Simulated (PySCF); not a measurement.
Computed with PySCF, PBE0, basis Hf def2-TZVP with ECP60, H def2-TZVP (scalar-relativistic core potentials, no spin–orbit coupling, density fitting).

```xyz
4
charge 1 multiplicity 1, angstrom
Hf    0.0000    0.0000    0.0132
H     1.5983    0.0000   -0.7861
H    -0.7992    1.3842   -0.7861
H    -0.7991   -1.3842   -0.7861
```

[HfH3]+ (singlet), along the line from Hf1 (at 0) through H2 (at 1.787 Å). Core electrons replaced by a potential are absent, the electrostatic potential uses the reduced nuclear charge, and values within about 0.7 Å of such atoms have no physical meaning.

Tabulate the fields along this line at 0.80, 0.89, 0.98, 1.07, 1.16, 1.25, 1.34, 1.43, 1.52, 1.61, 1.70, 1.88, 1.97, 2.06, 2.14, 2.23, 2.32, 2.41, 2.50, 2.59, 2.68, 2.77, 2.86 Å.


```json
{"distance (Å)": "0.80", "electron density (e/Å³)": "1.6", "electron localisation function": "0.655", "electrostatic potential (V)": "43"}
{"distance (Å)": "0.89", "electron density (e/Å³)": "1.16", "electron localisation function": "0.547", "electrostatic potential (V)": "32.9"}
{"distance (Å)": "0.98", "electron density (e/Å³)": "0.93", "electron localisation function": "0.534", "electrostatic potential (V)": "26"}
{"distance (Å)": "1.07", "electron density (e/Å³)": "0.834", "electron localisation function": "0.648", "electrostatic potential (V)": "21.3"}
{"distance (Å)": "1.16", "electron density (e/Å³)": "0.825", "electron localisation function": "0.826", "electrostatic potential (V)": "18.4"}
{"distance (Å)": "1.25", "electron density (e/Å³)": "0.876", "electron localisation function": "0.945", "electrostatic potential (V)": "17.4"}
{"distance (Å)": "1.34", "electron density (e/Å³)": "0.976", "electron localisation function": "0.987", "electrostatic potential (V)": "18.6"}
{"distance (Å)": "1.43", "electron density (e/Å³)": "1.13", "electron localisation function": "0.997", "electrostatic potential (V)": "23.1"}
{"distance (Å)": "1.52", "electron density (e/Å³)": "1.36", "electron localisation function": "1", "electrostatic potential (V)": "33.5"}
{"distance (Å)": "1.61", "electron density (e/Å³)": "1.68", "electron localisation function": "1", "electrostatic potential (V)": "57.9"}
{"distance (Å)": "1.70", "electron density (e/Å³)": "2.13", "electron localisation function": "1", "electrostatic potential (V)": "137"}
{"distance (Å)": "1.88", "electron density (e/Å³)": "1.9", "electron localisation function": "1", "electrostatic potential (V)": "137"}
{"distance (Å)": "1.97", "electron density (e/Å³)": "1.29", "electron localisation function": "1", "electrostatic potential (V)": "57.6"}
{"distance (Å)": "2.06", "electron density (e/Å³)": "0.878", "electron localisation function": "1", "electrostatic potential (V)": "32.5"}
{"distance (Å)": "2.14", "electron density (e/Å³)": "0.591", "electron localisation function": "1", "electrostatic potential (V)": "20.9"}
{"distance (Å)": "2.23", "electron density (e/Å³)": "0.401", "electron localisation function": "1", "electrostatic potential (V)": "14.6"}
{"distance (Å)": "2.32", "electron density (e/Å³)": "0.274", "electron localisation function": "1", "electrostatic potential (V)": "10.9"}
{"distance (Å)": "2.41", "electron density (e/Å³)": "0.188", "electron localisation function": "1", "electrostatic potential (V)": "8.61"}
{"distance (Å)": "2.50", "electron density (e/Å³)": "0.129", "electron localisation function": "1", "electrostatic potential (V)": "7.12"}
{"distance (Å)": "2.59", "electron density (e/Å³)": "0.0895", "electron localisation function": "1", "electrostatic potential (V)": "6.14"}
{"distance (Å)": "2.68", "electron density (e/Å³)": "0.0627", "electron localisation function": "1", "electrostatic potential (V)": "5.47"}
{"distance (Å)": "2.77", "electron density (e/Å³)": "0.0442", "electron localisation function": "1", "electrostatic potential (V)": "5"}
{"distance (Å)": "2.86", "electron density (e/Å³)": "0.0312", "electron localisation function": "0.999", "electrostatic potential (V)": "4.66"}
```

On a grid of 0.09 Å the density has a local minimum along the bond near 1.16 Å from Hf, at 0.82 e/Å³, where the ELF is 0.83.

With an element this heavy the missing spin–orbit coupling can shift these numbers.
